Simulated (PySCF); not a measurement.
## Unknowns

All values are calculated (PySCF): geometry: GFN2-xTB, PBE0/pcSseg-1 with gauge-including orbitals. No relativistic terms, one computed conformer, fast rotation and ring inversion assumed for equivalent nuclei, no solvent.

Shifts are taken against calculated references (same method and geometry level): ¹H (σref 31.72) and ¹³C (σref 186.93) against TMS. Where no couplings were computed, multiplicities follow the n + 1 count of equivalent neighbours, and m marks all less simple cases (inequivalent or close neighbours, rings, F or P nearby). Shifts are as computed. Against solution values, carbons near 30 ppm lie about +3 ppm off and those near 130 ppm about +5 ppm; carbons on Cl a further +6 ppm. Of 1211 compounds with measured shifts, 218 miss one by over three times the rms of a fit or turn the order of signals round; such compounds aren't used in these exercises. Carbons bonded to Cl come out too deshielded.

Question: C7H7ClO3. ¹H NMR (400 MHz, computed): δ 7.62 (s, 1H), 4.26 (s, 3H), 2.17 (s, 3H). ¹³C{¹H} NMR (computed): δ 168.6 (C), 160.0 (C), 138.9 (C), 136.1 (CH), 107.1 (C), 57.4 (CH3), 10.2 (CH3). What is it?

Answer: `COc1oc(C(=O)Cl)cc1C`. The formula gives 4 degrees of unsaturation (1 ring in the answer). 7 carbon signals for 7 carbons: no two carbons are equivalent. Carbon types of the structure: 4 × C, 1 × CH, 2 × CH3, which accounts for all hydrogens. δC 168.6: aromatic carbon bearing oxygen; an ipso carbon deshielded by its heteroatom. δC 160.0: carbonyl carbon. δC 138.9: substituted aromatic carbon next to the ring oxygen. δC 136.1: aromatic CH; the aromatic region.

The data come from this structure; uniqueness wasn't tested.

Question: C7H7ClO3. ¹H NMR (400 MHz, computed): δ 6.72 (s, 1H), 6.38 (t, 1H), 3.99 (s, 3H), 3.28 (m, 2H). ¹³C{¹H} NMR (computed): δ 168.5 (C), 148.4 (C), 146.1 (CH), 123.0 (C), 118.6 (CH), 54.0 (CH3), 34.1 (CH2). Give a structure.

Answer: `COC(=O)C1=CCC(Cl)=CO1`. Rings plus π bonds: 4 (1 ring in the answer). 7 carbon signals for 7 carbons: no two carbons are equivalent. Carbon types of the structure: 3 × C, 2 × CH, 1 × CH2, 1 × CH3, which accounts for all hydrogens. δC 168.5: ester carbonyl carbon; it is a carbonyl in resonance with an O or N lone pair, the region of acids, esters and amides. δC 148.4, 146.1: alkene carbon bearing oxygen; an sp2 carbon further deshielded by the attached heteroatom. δC 123.0: β carbon of an enol-ether or enamine type C=C. δC 118.6: β carbon of a C=C–C=O unit.

The data come from this structure; uniqueness wasn't tested.
